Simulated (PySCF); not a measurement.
Structure with atom numbers: `[CH3:1][O:2][CH2:3][CH2:4][C:5](=[O:6])[OH:7]` (H(Xn): hydrogen on atom n).

All values are calculated (PySCF 2.14.0 with density-fitted response routines): NMR shieldings at PBE0/pcSseg-1/GIAO, GFN2-xTB structure. Rapidly exchanging positions averaged, one conformer, non-relativistic Hamiltonian, no solvent.

Shifts are taken against calculated references (same method and geometry level): 13C and 1H vs TMS; 17O against H2O.

```json
{"atoms": "O7", "nucleus": "17O", "count": "1", "Hirshfeld charge": "-0.18", "δ (ppm)": "211.3"}
{"atoms": "C1", "nucleus": "13C", "count": "1", "Hirshfeld charge": "-0.04", "δ (ppm)": "?"}
{"atoms": "C5", "nucleus": "13C", "count": "1", "Hirshfeld charge": "0.22", "δ (ppm)": "?"}
{"atoms": "H(O7)", "nucleus": "1H", "count": "1", "Hirshfeld charge": "0.19", "δ (ppm)": "6.11"}
{"atoms": "O2", "nucleus": "17O", "count": "1", "Hirshfeld charge": "-0.15", "δ (ppm)": "22.3"}
{"atoms": "C4", "nucleus": "13C", "count": "1", "Hirshfeld charge": "-0.08", "δ (ppm)": "36.0"}
{"atoms": "H(C1)", "nucleus": "1H", "count": "3", "Hirshfeld charge": "0.04", "δ (ppm)": "3.58"}
{"atoms": "O6", "nucleus": "17O", "count": "1", "Hirshfeld charge": "-0.27", "δ (ppm)": "437.0"}
{"atoms": "C3", "nucleus": "13C", "count": "1", "Hirshfeld charge": "0.00", "δ (ppm)": "72.6"}
{"atoms": "H(C3)", "nucleus": "1H", "count": "2", "Hirshfeld charge": "0.03", "δ (ppm)": "3.63"}
{"atoms": "H(C4)", "nucleus": "1H", "count": "2", "Hirshfeld charge": "0.06", "δ (ppm)": "?"}
```

Question: Estimate the values marked ?.

Answer: 
- C5: 176.4 ppm, carboxylic acid carbon; lone-pair donation from the attached heteroatom keeps it upfield of a ketone carbonyl
- C1: 61.6 ppm, methyl carbon bonded to O; the inductive effect lowers its shielding
- H(C4): 2.75 ppm, hydrogen on an sp3 CH2 α to a carbonyl; α to C=O

OH and NH positions are those of a molecule without intermolecular hydrogen bonds; in solution they move with solvent, concentration and temperature, and exchange usually removes their couplings. Shifts are as computed. Against solution values, carbons near 30 ppm lie about +3 ppm off and those near 130 ppm about +5 ppm. Of 1211 compounds with measured shifts, 218 miss one by over three times the rms of a fit or turn the order of signals round; such compounds aren't used in these exercises. In solution the two oxygens of a carboxylic acid exchange roles by proton transfer and give one 17O line. Hydrogen bonding in solution shields acid and N–H amide carbonyl oxygens by tens of ppm. Hydrogen bonding in solution deshields acid and N–H amide carbonyl carbons by as much as 10 ppm beyond these values. Unscaled 17O shifts of doubly bonded oxygen tend to come out too high, by tens of ppm or more. Experimental scales use liquid or dissolved standards, which lie at an offset from isolated H2O (liquid H2O: subtract about 36 ppm).
